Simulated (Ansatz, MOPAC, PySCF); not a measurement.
Isomers of C3H9B: 1 is CB(C)C, 2 is BCCC; one conformer of each (the lowest of an xTB search), B3LYP-D3(BJ)/def2-TZVP minima.
Isomer 1 (charge 0, multiplicity 1):
```csv
atom,x (Å),y (Å),z (Å)
C,-0.9788,-1.2295,0.1043
B,-0.0029,-0.0040,-0.0080
C,1.5510,-0.2296,0.0284
C,-0.5758,1.4529,-0.1432
H,-1.7849,-1.1809,-0.6343
H,-0.5016,-2.2094,0.0459
H,-1.4822,-1.1684,1.0794
H,1.8470,-0.9856,0.7617
H,2.1471,0.6717,0.1832
H,1.8419,-0.6465,-0.9464
H,-1.6543,1.5180,-0.2966
H,-0.3332,2.0088,0.7720
H,-0.0733,2.0024,-0.9466
```
Isomer 2 (charge 0, multiplicity 1):
```xyz
13

B     -2.15058     0.00569     0.16334
C     -0.65780    -0.36842     0.36027
C      0.39544     0.37411    -0.46611
C      1.82893    -0.00387    -0.10436
H     -2.47827     0.98063    -0.44602
H     -3.00450    -0.66380     0.66267
H     -0.48648    -0.18005     1.43741
H     -0.52247    -1.45556     0.28251
H      0.22395     0.17390    -1.52815
H      0.25560     1.45170    -0.34008
H      2.04022     0.22118     0.94427
H      2.55444     0.53759    -0.71468
H      2.00152    -1.07312    -0.25108
```

No zero-point or thermal terms.

Frozen-core correlation. Rows in 3-21G, 6-31G* carry no dispersion term and start afresh at each structure (6-31G* with six Cartesian d functions). The state that PM3, PM6 reach isn't checked.

The values were computed with Ansatz (an electronic-structure program) with Gaussian orbitals; MOPAC for PM3, PM6 (differences of heats of formation); PySCF for 3-21G rows, 6-31G* rows, the dispersion terms. 

```tsv
level	electronic energy of isomer 2 less that of isomer 1 (kcal/mol)
PM3	34.76
PM6	24.57
HF/3-21G	28.50
BP86/6-31G*	(withheld)
r2SCAN/def2-TZVPP	28.59
r2SCAN-D4/def2-TZVPP	28.63
B3LYP/def2-TZVPP	26.67
wB97X-V/def2-TZVPP	(withheld)
B2PLYP-D4/def2-TZVPP	26.45
```

Question: Fill in the missing entries.

Answer: 
- BP86/6-31G*, electronic energy of isomer 2 less that of isomer 1 (kcal/mol): 24.05
- wB97X-V/def2-TZVPP, electronic energy of isomer 2 less that of isomer 1 (kcal/mol): 25.67
